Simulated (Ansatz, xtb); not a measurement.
**Two isomers of C5H7ClF2**

Structure X: `C/C=C(\C)C(F)(F)Cl`, a singlet. Structure Y: `C/C=C\CC(F)(F)Cl`, a singlet. Both are isolated molecules in the gas phase, relaxed with B3LYP-D3(BJ)/def2-SVP; each stands in its lowest conformer found.

X (Å):

```xyz
15

C     1.6723    0.7829    0.6860
C     0.1788    0.8220    0.7571
C    -0.6847   -0.0690    0.2438
C    -0.3442   -1.3135   -0.5271
C    -2.1618    0.1639    0.4333
Cl   -2.8788   -1.0827    1.5444
F    -2.8183    0.0694   -0.7423
F    -2.4485    1.3694    0.9489
H     2.1040    0.7804    1.7018
H     2.0579    1.6899    0.1892
H     2.0616   -0.0914    0.1479
H    -0.2438    1.6771    1.2926
H    -0.7789   -1.2725   -1.5384
H    -0.7664   -2.2013   -0.0301
H     0.7394   -1.4521   -0.6210
```

Y (Å):

```yaml
atoms:
  - { symbol: C, position_ang: [-1.7282, 1.5321, -0.3989] }
  - { symbol: C, position_ang: [-0.9570, 0.6950, 0.5752] }
  - { symbol: C, position_ang: [0.0611, -0.1347, 0.3112] }
  - { symbol: C, position_ang: [0.6494, -0.3947, -1.0491] }
  - { symbol: C, position_ang: [-0.0206, -1.5278, -1.8101] }
  - { symbol: Cl, position_ang: [0.0646, -3.0891, -0.9153] }
  - { symbol: F, position_ang: [-1.3169, -1.2514, -2.0461] }
  - { symbol: F, position_ang: [0.5702, -1.7006, -3.0076] }
  - { symbol: H, position_ang: [-1.7183, 2.5942, -0.0999] }
  - { symbol: H, position_ang: [-1.3519, 1.4547, -1.4276] }
  - { symbol: H, position_ang: [-2.7869, 1.2205, -0.4140] }
  - { symbol: H, position_ang: [-1.2796, 0.7711, 1.6206] }
  - { symbol: H, position_ang: [0.4981, -0.7032, 1.1370] }
  - { symbol: H, position_ang: [0.5673, 0.4848, -1.7072] }
  - { symbol: H, position_ang: [1.7167, -0.6495, -0.9750] }
```

Quicker runs give these differences E(Y) − E(X): GFN2-xTB +14.81 kJ/mol; HF/STO-3G +16.73 kJ/mol (at GFN2-xTB geometries); r2SCAN-D4/def2-SVP +10.11 kJ/mol (at GFN2-xTB geometries).

Question: Estimate E(Y) − E(X) at the level CCSD(T)/def2-SVP + ΔMP2/def2-TZVPP.

Answer: Too close to call at this level: CCSD(T)/def2-SVP + ΔMP2/def2-TZVPP gives E(Y) − E(X) = +3.37 kJ/mol.

Level by level:

| level | geometry | E(Y) − E(X) (kJ/mol) | departure from the last row (kJ/mol) | job, with rough time for the two |
| --- | --- | --- | --- | --- |
| GFN2-xTB | GFN2-xTB | +14.81 | +11.44 | optimisation, 0.2 s |
| HF/STO-3G | GFN2-xTB | +16.73 | +13.36 | single point, 0.46 s |
| r2SCAN-D4/def2-SVP | GFN2-xTB | +10.11 | +6.74 | single point, 4.3 s |
| B3LYP-D3(BJ)/def2-SVP | B3LYP-D3(BJ)/def2-SVP | +7.74 | +4.37 | optimisation, 44 s |
| HF/def2-SVP | B3LYP-D3(BJ)/def2-SVP | +0.99 | −2.38 | part of the CCSD(T) run |
| MP2/def2-SVP | B3LYP-D3(BJ)/def2-SVP | +7.51 | +4.13 | part of the CCSD(T) run |
| CCSD(T)/def2-SVP | B3LYP-D3(BJ)/def2-SVP | +6.10 | +2.73 | single point |
| CCSD(T)/def2-SVP + ΔMP2/def2-TZVPP | B3LYP-D3(BJ)/def2-SVP | +3.37 |  | single point, 2.1 min |

As drawn, both hold the same kinds of bond in the same numbers. Structure X has 2 methyl groups, Y 1.

The largest departure from CCSD(T)/def2-SVP + ΔMP2/def2-TZVPP is that of HF/STO-3G, 13.36 kJ/mol. The last row adds to CCSD(T) the change of the MP2 difference between the two basis sets, here −2.73 kJ/mol.

With thermal terms from frequencies at re-optimised GFN2-xTB minima (ideal gas, soft modes damped towards free rotors, one conformer each, 298.15 K, 1 atm): the zero-point term adds +1.40 kJ/mol; ΔH is +3.56 and ΔG +5.83 kJ/mol.

The correlated steps freeze 12 core orbitals. Codes used: Ansatz 0.2.0, xtb 6.7.1; the last row on 4 threads of Arm Neoverse V1 on a shared host.
